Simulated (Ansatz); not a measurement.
Reaction (ligand exchange at the Sn–C bond): `N#[C][Sn]([Cl])([Cl])[C]#N` + H–F → `N#[C][Sn]([F])([Cl])[Cl]` + `C#N`

Gas-phase electronic energies from Ansatz, PBE0-D4/def2-TZVP geometries. CCSD(T)/CBS adds triple-zeta CCSD(T) − MP2 to the extrapolated MP2 energy (def2 sets, frozen cores). This one scheme is used for every species. Functionals use def2-TZVPP. def2 core potentials past Kr. For Sn outer-core shells are correlated without core-valence functions, which leaves a few kJ/mol of doubt a bond.

| level | ΔE (eV) |
| --- | --- |
| LDA (SPW92) | -0.46 |
| ωB97X-V | -0.51 |
| r2SCANh | -0.53 |
| HF/CBS(def2) | -0.58 |

(1) What does CCSD(T)/CBS give? (Estimate.)

Largest T1 diagnostic among the species: 0.014.

Answers

(1) Ansatz gave: -0.40 eV. The listed levels differ from it by -0.06, -0.11, -0.13, -0.18 eV.

In def2-TZVPP, CCSD(T) changes the Hartree–Fock value by +0.20 eV (the triples alone add +0.02 eV) and MP2 by +0.25 eV. Leaving LDA and LC-ωPBE aside and taking each functional with its dispersion term where it has one, the values, not all of them listed here, spread over 0.22 eV, from B97M-V to PBE-QIDH. LDA lies +0.06 eV from PBE without D4.

CCSD(T)/CBS has its own doubt, a few kJ/mol and more with outer-core shells, so smaller differences from it don't rank the levels.
